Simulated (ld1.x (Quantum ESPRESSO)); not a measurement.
An all-electron radial function and its pseudo partner (oxygen)

Columns: radius, all-electron u(r) and pseudo u(r) of the 2p shell (level -9.00 eV) of oxygen in the configuration [He] 2s2 2p4; Wu–Cohen, scalar-relativistic, RRKJ scheme, ld1.x (Quantum ESPRESSO) 7.5.

| r (bohr) | all-electron | pseudo |
| --- | --- | --- |
| 0.053 | 0.0348 | 0.0164 |
| 0.105 | 0.1122 | 0.0627 |
| 0.158 | 0.2101 | 0.1363 |
| 0.210 | 0.3107 | 0.2277 |
| 0.262 | 0.4074 | 0.3304 |
| 0.315 | 0.4976 | 0.4381 |
| 0.368 | 0.5770 | 0.5411 |
| 0.420 | 0.6438 | 0.6314 |
| 0.473 | 0.7007 | 0.7084 |
| 0.525 | 0.7461 | 0.7672 |
| 0.578 | 0.7824 | 0.8103 |
| 0.630 | 0.8091 | 0.8376 |
| 0.683 | 0.8281 | 0.8529 |
| 0.735 | 0.8396 | 0.8586 |
| 0.788 | 0.8452 | 0.8577 |
| 0.840 | 0.8455 | 0.8525 |
| 0.893 | 0.8413 | 0.8444 |
| 0.945 | 0.8335 | 0.8344 |
| 0.998 | 0.8225 | 0.8226 |
| 1.050 | 0.8092 | 0.8092 |
| 1.102 | 0.7940 | 0.7940 |
| 1.155 | 0.7769 | 0.7769 |
| 1.208 | 0.7585 | 0.7585 |
| 1.260 | 0.7395 | 0.7395 |
| 1.313 | 0.7196 | 0.7196 |
| 1.365 | 0.6995 | 0.6995 |

Q: How many radial nodes do the two functions have?

A: The all-electron 2p function has n − l − 1 = 0; the pseudo-wave has 0.

Q: At about which radius was the pseudo-wave matched?

A: 1.05 bohr, where the columns begin to agree (steps of 0.05 bohr).

Q: Where does each function peak?

A: Outermost all-electron maximum near 0.84 bohr, pseudo maximum near 0.73 bohr (to the table’s step).

Q: Is the pseudo-wave norm-conserving?

A: Yes: the RRKJ scheme keeps the norm inside the radius equal to the all-electron one, which fixes the energy derivative of the logarithmic derivative at the level.
